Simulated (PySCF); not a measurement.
Input for PySCF: R-HF/STO-3G on CH4OSi (SMILES CO[SiH]), a point of a torsion scan.

```python
from pyscf import gto, scf, dft, mp
from pyscf.data.elements import chemcore

mol = gto.M(
    atom='''
    C    -0.77045620   -0.20914154    0.05395321
    O    -0.30174322    1.04552675   -0.33821005
    Si   -0.99113313    2.34816177   -1.01478571
    H    -0.22927599   -0.98067637   -0.49956461
    H    -1.84247684   -0.32082336   -0.13597744
    H    -0.58305682   -0.34121328    1.12253981
    H    -2.41222933    1.88861513   -1.15399035
    ''',
    basis='sto-3g',
    charge=0, spin=0, verbose=3, max_memory=1800)
mf = scf.RHF(mol)
mf.conv_tol = 1e-8
mf.max_cycle = 100
mf.kernel()
if not mf.converged:
    mf = mf.newton().run(mf.mo_coeff, mf.mo_occ)
```

Program output:

```
converged SCF energy = -399.132419213476
```

Self-consistency was reached.

Cost: around 0.3 core-seconds (rough).
